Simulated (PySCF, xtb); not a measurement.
B(Et)(OH)2 (C2H7BO2), SMILES CCB(O)O.

GFN2-xTB (xtb) at its own geometry gives an orbital gap of 6.90 eV and a dipole moment of 1.62 D.

Geometry: PBE0-D3(BJ)/def2-SVP. The values are those of a single conformer.

Q: What does r2SCAN/def2-TZVP run with PySCF give? (Estimate from the structure and the level; the computed values follow.)

A: gap 8.09 eV (levels -7.48 and 0.61 eV), dipole 1.46 D.
